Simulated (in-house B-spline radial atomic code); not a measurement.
Configurations of Cl IV (Cl3+), with energies counted from [Ne] 3s2 3p2. Level of theory: scalar-relativistic (X2C) BHandHLYP, spin-polarised, spherical fractional occupations, Fermi nucleus of rms radius 3.3654 fm; calculated with a B-spline radial code for spherical atoms. Shells without spins written out take the highest spin.

Caution: exact exchange at fractional occupations of open shells leaves self-interaction of up to several eV.

Occupations are held fixed; configurations that lie above the ionisation limit could autoionise.

| configuration | E - E(ref) (eV) | highest orbital | its <r> (bohr) |
| --- | --- | --- | --- |
| [Ne] 3s1 3p3 | 6.6785 | 3p up | 1.496 |
| [Ne] 3s1 3p2 4p1 | 42.279 | 4p up | 3.563 |
| [He] 2s2 2p5 3s2 3p2 4s1 | 240.14 | 4s up | 3.055 |
| [He] 2s2 2p(2 up, 3 down) 3s2 3p(2 up, 0 down) 4s(0 up, 1 down) | 241.71 | 4s down | 3.095 |
| [He] 2s2 2p5 3s2 3p2 4p1 | 245.41 | 4p up | 3.431 |
| [He] 2s2 2p(3 up, 2 down) 3s2 3p(2 up, 0 down) 4p(0 up, 1 down) | 245.86 | 4p down | 3.497 |
| [He] 2s2 2p(3 up, 2 down) 3s2 3p(1 up, 1 down) 4f(1 up, 0 down) | 259.5 | 4f up | 4.392 |

(1) Order these further configurations by energy, lowest first.
A. [Ne] 3s1 3p2 3d1
B. [Ne] 3s(0 up, 1 down) 3p(2 up, 0 down) 3d(0 up, 1 down)
C. [Ne] 3s2 3p(1 up, 1 down)
D. [Ne] 3s2 3p1 4f1
E. [Ne] 3s1 3p2 4f1

(2) How far above the reference does [Ne] 3s2 3p1 3d1 lie?

(3) How far above the reference does [He] 2s2 2p5 3s2 3p2 3d1 lie?

(4) How far above the reference does [Ne] 3s2 3p1 4p1 lie?

## Answers

(1) C (3.7396 eV), A (31.866 eV), B (38.711 eV), D (40.228 eV), E (50.791 eV).

(2) 22.508 eV; its least bound orbital is 3d up with <r> = 1.872 bohr.

(3) 233.57 eV; its least bound orbital is 3d up with <r> = 1.67 bohr.

(4) 31.862 eV; its least bound orbital is 4p up with <r> = 3.58 bohr.
